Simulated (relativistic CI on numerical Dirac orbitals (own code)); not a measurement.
Ligand-field terms of d8

Computed with a parametric ligand-field model of a d^n configuration (Racah B and C, spin-orbit zeta, crystal field), exact diagonalisation.

Field parameters in Wybourne normalisation: D3d B²₀ = −7Dσ, B⁴₀ = −14Dq − 21Dτ, B⁴₃ = −14√(10/7) Dq; Oh B⁴₀ = 21Dq, B⁴₄ = √(5/14) B⁴₀; Td as Oh with Dq negative (B⁴₀ = 21Dq, B⁴₄ = √(5/14) B⁴₀). The field is a parameter set, without covalency.

Task: Ground term and bands for B = 490, C = 2050, ζ = 0 cm⁻¹, Oh, 10Dq = 7000 cm⁻¹?

Result: Ground term 3A2 with 2.00 electrons in the two orbitals of the cubic e set. Spin-allowed: 3T2 7000 cm⁻¹ (1429 nm), 3T1 10962 cm⁻¹ (912 nm), 3T1 17388 cm⁻¹ (575 nm). Lowest spin-forbidden: 1E 7824 cm⁻¹ (1278 nm), 1A1 13259 cm⁻¹ (754 nm), 1T2 14653 cm⁻¹ (682 nm). With an A2 ground term the first spin-allowed band lies at |10Dq| itself.

Task: Ground term and bands for B = 480, C = 2410, ζ = 0 cm⁻¹, D3d, 10Dq = 17250, Dσ = -1200, Dτ = 120 cm⁻¹?

Result: Ground term 3A2 with 2.01 electrons in the two orbitals of the cubic e set. Spin-allowed: 3E 17198 cm⁻¹ (581 nm), 3A1 18978 cm⁻¹ (527 nm), 3A2 23066 cm⁻¹ (434 nm), 3E 23423 cm⁻¹ (427 nm). Lowest spin-forbidden: 1E 8532 cm⁻¹ (1172 nm), 1A1 15518 cm⁻¹ (644 nm), 1E 25271 cm⁻¹ (396 nm).

Task: A d8 ion in Td symmetry has the ground term 3T1 and bands at 3T2 8660 cm⁻¹ (1155 nm), 1T2 14633 cm⁻¹ (683 nm), 1E 15089 cm⁻¹ (663 nm), 3A2 18510 cm⁻¹ (540 nm), 3T1 20671 cm⁻¹ (484 nm), 1T2 25478 cm⁻¹ (392 nm). Which parameters reproduce them?

Result: B = 880, C = 4420, ζ = 0 cm⁻¹, Td, 10Dq = -9850 cm⁻¹.

Task: Ground term and bands for B = 610, C = 2290, ζ = 0 cm⁻¹, Oh, 10Dq = 5000 cm⁻¹?

Result: Ground term 3A2 with 2.00 electrons in the two orbitals of the cubic e set. Spin-allowed: 3T2 5000 cm⁻¹ (2000 nm), 3T1 8407 cm⁻¹ (1190 nm), 3T1 15743 cm⁻¹ (635 nm). Lowest spin-forbidden: 1E 9055 cm⁻¹ (1104 nm), 1T2 13753 cm⁻¹ (727 nm), 1A1 14741 cm⁻¹ (678 nm). With an A2 ground term the first spin-allowed band lies at |10Dq| itself.

Task: Ground term and bands for B = 400, C = 1680, ζ = 0 cm⁻¹, D3d, 10Dq = 18050, Dσ = -1200, Dτ = 200 cm⁻¹?

Result: Ground term 3A2 with 2.02 electrons in the two orbitals of the cubic e set. Spin-allowed: 3E 18501 cm⁻¹ (541 nm), 3A1 19975 cm⁻¹ (501 nm), 3A2 23455 cm⁻¹ (426 nm), 3E 23802 cm⁻¹ (420 nm). Lowest spin-forbidden: 1E 6460 cm⁻¹ (1548 nm), 1A1 12108 cm⁻¹ (826 nm), 1E 24580 cm⁻¹ (407 nm).
